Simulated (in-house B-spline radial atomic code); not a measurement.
## Ionising Rb²⁺ with different functionals

Computed with a B-spline radial code for spherical atoms: scalar-relativistic (spin-free X2C) Hamiltonian, Fermi nucleus of rms radius 4.2036 fm, spin-polarised at highest spin, spherical fractional occupations for the functionals, the average over the highest-spin determinants for Hartree-Fock. The ionisation energy is the difference of two self-consistent energies, [Ar] 3d10 4s2 4p5 → [Ar] 3d10 4s2 4p4, without Breit or QED terms; ε is the level of the shell that loses the electron (its least bound occupied spin orbital). There is no spin-orbit coupling in this Hamiltonian.

Hybrids are left out here: with spherical fractional occupations of an open shell their exact exchange keeps a self-interaction that integer-occupation calculations don't have.

```
           method          rung  ΔSCF (eV)  -ε(4p) (eV)
     Hartree-Fock  Hartree-Fock      38.10        38.83
         LDA VWN5           LDA      39.59        33.44
         LDA PW92           LDA      39.59        33.44
LDA exchange-only           LDA      37.84        31.81
              PBE           GGA      39.28        33.21
           PBEsol           GGA      39.30        33.22
             BLYP           GGA      39.17        33.06
             RPBE           GGA      39.21        33.16
             PW91           GGA      39.38        33.29
             BP86           GGA      39.43        33.33
             AM05           GGA      39.30        33.21
             OLYP           GGA      39.19        33.18
             TPSS      meta-GGA      39.37        33.34
             SCAN      meta-GGA      39.51        33.57
           r2SCAN      meta-GGA      39.51        33.57
          revTPSS      meta-GGA      39.36        33.35
```

(1) How do they compare with the NIST value?

Results:

(1) NIST lists 39.247 eV ± 0.003 (semi-empirical, ground level to ground level). Errors run from -1.41 to +0.34 eV; PBE is closest (+0.03 eV), but part of that can be cancellation, since the calculations leave out spin-orbit coupling, Breit-QED terms, multiplet and fine-structure energies. Hartree-Fock also lacks correlation.
